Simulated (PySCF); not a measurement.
Simulated C 1s region for `FBC1CC1`, binding energy against the vacuum level.

Every computed line was given a Gaussian of 0.8 eV full width at half maximum and an area set by the number of equivalent atoms; the highest printed point is 100. Computed, not measured: delta-SCF UKS SCAN, pcX-2 on the ionised atom, pcseg-1 elsewhere, spin-free X2C (PySCF).

```
binding energy (eV)  intensity
              289.3          0
              289.4          0
              289.5          1
              289.6          1
              289.7          3
              289.8          6
              289.9         10
              290.0         16
              290.1         24
              290.2         34
              290.3         44
              290.4         55
              290.5         66
              290.6         76
              290.7         86
              290.8         94
              290.9         99
              291.0        100
              291.1         95
              291.2         85
              291.3         70
              291.4         54
              291.5         38
              291.6         25
              291.7         15
              291.8          8
              291.9          4
              292.0          2
              292.1          1
              292.2          0
```

Problem. Count the maxima, the lines and the sites behind this envelope.

Solution. The curve has 1 maximum (at 291.0 eV). Under it lie 2 lines from 2 inequivalent carbon sites. At this width some lines have no maximum of their own.

Problem. Decompose the envelope and assign each component. Numbering: `[F:1][BH:2][CH:3]1[CH2:4][CH2:5]1`.

Solution. 
| position (eV) | relative area | line | atoms | environment |
| --- | --- | --- | --- | --- |
| 290.49 | 1 | C 1s | C3 | sp3 carbon bound to boron |
| 291.06 | 2 | C 1s | C4/C5 | three-membered-ring carbon |

Lowest listed C 1s: C3, bonded to 2 C, H and B. Highest, 0.57 eV above it: C4/C5, bonded to 2 C and 2 H. Summing the Pauling electronegativity differences to the bonded atoms, each weighted by its formal bond order, gives -0.86 for the lowest site and -0.70 for the highest.

The curve has no shake-up lines and no vibrational structure. The first atom of each set that the bonding makes equivalent was ionised and stands for the set. Geometry: PBE0-D3(BJ)/def2-SVP, one conformer, isolated molecule.

Time: 22 s of wall time. Hardware: one thread, Arm Neoverse V1, no GPU, shared host.

Shape of the structure used: `[F:1][BH:2][CH:3]1[CH2:4][CH2:5]1`: F1–B2–C3–C4 -146°.
